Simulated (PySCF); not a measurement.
## Correlation energy of Mg (magnesium, neutral)

[Ne] 3s1 4s1, 4s spin antiparallel (an excited configuration). Calculation: PySCF 2.14, in x2c-TZVPPall with one added diffuse shell each of s, p, d type (6s5p4d, 41 functions); scalar relativity by spin-free X2C-1e. Frozen: [Ne]; 2 electrons correlated.

Total MP2 correlation energy: -21.83 mhartree.

Same-spin part 0.00 and opposite-spin part -21.83 mhartree; SCS-MP2 scales them by 1/3 and 6/5 to -26.19 mhartree.
